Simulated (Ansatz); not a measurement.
Molecule: sum formula AlNH₂Cl₂, net charge 0, singlet state. 
Structure (B3LYP-D3(BJ)/def2-TZVP (Ansatz, a first-principles code) minimum search):
```xyz
6

N     -2.0698    -0.2339     0.0098
Al    -0.3309    -0.0374     0.0016
Cl     0.5045     1.8721    -0.1477
Cl     0.9109    -1.7122     0.1410
H     -2.7288     0.5255    -0.0538
H     -2.5421    -1.1211     0.0789
```
Charge 0, spin multiplicity 1.

Computed values are from Ansatz. Valence correlation only, unless marked. Open shells are spin-unrestricted. Spin-orbit coupling is left out. Non-relativistic. CBS marks a two-point X^-3 extrapolation of the correlation energy; Hartree-Fock from the larger set (for Q and 5 zeta extrapolated as (X+1)exp(-9√X)).

The atomisation energy De is 489.6 kcal/mol at CCSD(T)/CBS(cc-pV(Q+d)Z,cc-pV(5+d)Z). The vertical ionisation energy (to the doublet) is 10.64 eV at CCSD(T)/CBS(aug-cc-pV(T+d)Z,aug-cc-pV(Q+d)Z) and the vertical triplet-singlet gap is 5.81 eV at CCSD(T)/CBS(aug-cc-pV(T+d)Z,aug-cc-pV(Q+d)Z). The total energy is -1217.6588 Eh at CCSD(T)/CBS(cc-pV(Q+d)Z,cc-pV(5+d)Z), the dipole moment comes out as 2.25 D at CCSD(T)/aug-cc-pV(D+d)Z and the T1 diagnostic is 0.008 at CCSD/cc-pV(5+d)Z.
